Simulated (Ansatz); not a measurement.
A nudged elastic band was laid between two geometries of CH$_{5}$NSSi (9 atoms, charge 0, multiplicity 1).

All numbers below come from RKS PBE0-D4/def2-SVP (Ansatz).

```yaml
movable_images: 7
climbing_image: from the first iteration
spring: 5.0 eV/Å²
optimiser: lbfgs
start_path: through a guess of the saddle point
force_threshold: 0.05 eV/Å
iteration_limit: 60
end_points: relaxed
```

First end point:

```xyz
9
Properties=species:S:1:pos:R:3
Si 0.234 1.281 0.197
N -0.344 -0.388 0.332
C -0.037 -1.414 -0.492
S -0.565 -2.953 -0.352
H -0.071 1.814 -1.161
H -0.504 2.034 1.248
H 1.705 1.359 0.433
H -0.965 -0.657 1.094
H 0.636 -1.121 -1.318
```

Last end point:

```xyz
9
Properties=species:S:1:pos:R:3
Si 0.190 1.488 0.328
N -0.331 -0.213 0.348
C 0.214 -0.961 -0.605
S -0.316 -2.607 -0.562
H -0.185 2.119 -0.965
H -0.546 2.147 1.451
H 1.656 1.579 0.562
H -1.002 -0.566 1.046
H 0.407 -3.031 -1.620
```

(1) What changes between the two ends?

(2) What energy profile does the band end with?

(3) What is the geometry of the highest image?

## Answers

(1) Bonds broken: C3–H9. Bonds formed: S4–H9.

(2) It converged. The highest image is number 4 of 0 to 8, 2.98 eV above the first end and 1.24 eV above the last; the last end lies 1.74 eV above the first. Neighbouring images differ by up to 1.4 eV, so the band resolves the path poorly. Another band between the same ends (7 images) ends at a top of the same energy, where a vibrational analysis finds 1 clearly imaginary mode. The orbitals stay closed-shell, which can raise the energy where a bond breaks towards radicals; this wasn't checked here.

```json
{"image": "0", "path coordinate (Å)": "0.00", "energy (eV)": "0.00", "C3–H9 (Å)": "1.10", "S4–H9 (Å)": "2.39"}
{"image": "1", "path coordinate (Å)": "0.36", "energy (eV)": "0.04", "C3–H9 (Å)": "1.10", "S4–H9 (Å)": "2.36"}
{"image": "2", "path coordinate (Å)": "0.71", "energy (eV)": "0.60", "C3–H9 (Å)": "1.10", "S4–H9 (Å)": "2.10"}
{"image": "3", "path coordinate (Å)": "1.06", "energy (eV)": "2.05", "C3–H9 (Å)": "1.17", "S4–H9 (Å)": "1.77"}
{"image": "4", "path coordinate (Å)": "1.41", "energy (eV)": "2.98", "C3–H9 (Å)": "1.41", "S4–H9 (Å)": "1.48"}
{"image": "5", "path coordinate (Å)": "1.71", "energy (eV)": "2.52", "C3–H9 (Å)": "1.72", "S4–H9 (Å)": "1.36"}
{"image": "6", "path coordinate (Å)": "2.01", "energy (eV)": "1.96", "C3–H9 (Å)": "2.04", "S4–H9 (Å)": "1.34"}
{"image": "7", "path coordinate (Å)": "2.32", "energy (eV)": "1.77", "C3–H9 (Å)": "2.26", "S4–H9 (Å)": "1.35"}
{"image": "8", "path coordinate (Å)": "2.64", "energy (eV)": "1.74", "C3–H9 (Å)": "2.31", "S4–H9 (Å)": "1.35"}
```

(3) 
```xyz
9
Properties=species:S:1:pos:R:3
Si 0.197 1.399 0.265
N -0.371 -0.286 0.347
C 0.084 -1.141 -0.555
S -0.386 -2.810 -0.529
H -0.186 2.002 -1.040
H -0.489 2.106 1.386
H 1.672 1.446 0.452
H -1.021 -0.624 1.072
H 0.587 -2.138 -1.415
```

The run took 4.6 min on 2 threads of Arm Neoverse V2, with other jobs on the host, peak memory 0.18 GiB.
